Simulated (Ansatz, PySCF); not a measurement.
Molecule: GeF₂, net charge 1, doublet state. 
Structure (B3LYP-D3(BJ)/def2-TZVP (Ansatz, an electronic-structure program) minimum search):
```xyz
3

Ge     0.0047    -0.0052     0.3173
F      0.6954     1.2706    -0.5538
F     -0.7122    -1.2520    -0.5744
```
Charge +1, spin multiplicity 2.

Total electronic energies in hartree. Correlated levels leave the core frozen unless marked. Open shells are spin-unrestricted. No spin-orbit coupling. The frozen core is the preceding noble-gas configuration, with the filled d and f shells of earlier blocks. Non-relativistic. CBS marks a two-point X^-3 extrapolation of the correlation energy; Hartree-Fock from the larger set.

```csv
level,program,energy (Eh)
HF/cc-pVTZ,Ansatz,-2274.05721
RI-HF/cc-pVTZ,Ansatz,-2274.05716
BLYP/def2-TZVPD,Ansatz,-2276.51171
TPSS/def2-TZVPD,PySCF,-2276.43811
M06-L/def2-TZVPD,PySCF,-2276.36404
B97M-V/def2-TZVPD,Ansatz,(withheld)
PBE0-D3(BJ)/def2-TZVPD,Ansatz + dftd3,-2275.99643
BHLYP-D4/def2-TZVPD,Ansatz + dftd4,-2276.35512
PW6B95/def2-TZVPD,PySCF,(withheld)
wB97X-V/def2-TZVPD,Ansatz,-2276.18543
MP2/6-31G,Ansatz,-2273.83636
RI-MP2/aug-cc-pVTZ,Ansatz,-2274.65642
RI-MP2/aug-cc-pVQZ,Ansatz,-2274.72019
CCSD/6-31G,Ansatz,-2273.83454
"CCSD(T)/CBS(cc-pVTZ,cc-pVQZ)",Ansatz,-2274.7664
```

Problem. What belongs in the gaps?

Solution. 
- B97M-V/def2-TZVPD, energy (Eh): -2275.98741
- PW6B95/def2-TZVPD, energy (Eh): -2277.64912
